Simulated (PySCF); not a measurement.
## TDDFT excited states: C3H4ClN3

Compound: C3H4ClN3.
Z-matrix (Å and degrees, GFN2-xTB geometry), rows numbered from 1:
```
C 
C   1  1.4791
N   2  1.3541  1  125.44
N   3  1.3312  2  110.95  1   179.63
N   4  1.2752  3  108.76  2    -0.02
C   5  1.3457  4  108.83  3     0.00
Cl  6  1.6996  2  127.48  1     0.44
H   1  1.0871  2  110.69  3     8.78
H   1  1.0883  2  109.93  3   129.61
H   1  1.0895  2  110.13  3  -111.81
H   3  1.0086  2  128.20  1    -0.42
```

The calculation used PySCF, TDDFT PBE0/def2-SVPD, vertical, gas phase, core orbitals frozen in the response. GFN2-xTB frequencies show an imaginary mode (71i cm⁻¹), so this geometry is no minimum at that level.

```tsv
state	λ (nm)	E (eV)	f	main configurations (H = HOMO, L = LUMO)
S1	214.2	5.79	0.0067	H-1→L (98%)
S2	200.6	6.18	0.097	H→L (92%)
S3	194.0	6.39	0.0021	H→L+1 (97%)
S4	187.4	6.62	0.0016	H→L+2 (92%)
S5	176.0	7.05	0.0052	H-1→L+3 (96%)
S6	174.3	7.12	0.014	H-1→L+1 (69%), H→L+3 (24%)
S7	173.6	7.14	0.104	H→L+3 (55%), H-1→L+1 (23%), H-2→L (12%)
S8	166.9	7.43	0.0010	H→L+4 (85%)
```

Triplets, Tamm–Dancoff:

```tsv
state	E (eV)	λ (nm)	main configurations (H = HOMO, L = LUMO)
T1	4.38	283.0	H→L (90%)
T2	4.78	259.4	H-1→L (84%), H-1→L+3 (13%)
T3	5.55	223.5	H→L+3 (89%)
```

The lowest singlet comes at 214 nm (558 kJ/mol) in the ultraviolet; it is weak; its leading configuration is HOMO-1→LUMO (98%). The most intense listed level is S7 at 7.14 eV (174 nm, f = 0.104), 1.36 eV above S1. Löwdin shares by element: HOMO carbon 41% or more, chlorine 23%, nitrogen 17% or more (atoms not listed hold the other 18%); LUMO nitrogen 65%, carbon 19% or more (atoms not listed hold the other 17%). Of the 8 states listed, 3 reach f = 0.01 and none stays under 0.0005. Orbital energies (eV): HOMO-3 -9.42, HOMO-2 -8.93, HOMO-1 -7.87, HOMO -7.24, LUMO -0.30, LUMO+1 0.24, LUMO+2 0.70. The listed states span 1.64 eV, and the widest gap between neighbours is 0.43 eV (S4 to S5). The window holds the lowest 8 singlets.
